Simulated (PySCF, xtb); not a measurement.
C₅H₄O₂, SMILES C=C=C1OC=CO1.

Harmonic wavenumbers (cm⁻¹) from GFN2-xTB run with xtb 6.7.1 at its own minimum, in rising order: 139, 144, 154, 517, 523, 550, 574, 579, 736, 785, 839, 858, 893, 1000, 1016, 1054, 1076, 1154, 1211, 1335, 1473, 1639, 2100, 3031, 3036, 3197, 3214.

### Question
What does PBE-D3(BJ)/def2-SVP (PySCF) give at its own minimum? (Estimate from the structure and the level; the computed values follow.)

### Answer
121, 157, 160, 513, 550, 552, 581, 586, 683, 768, 821, 893, 907, 982, 1041, 1054, 1083, 1161, 1298, 1310, 1462, 1635, 2060, 2991, 3059, 3223, 3247. Paired by order, the mean absolute difference is 21 cm⁻¹ and the zero-point energies are 46.9 and 47.0 kcal/mol.
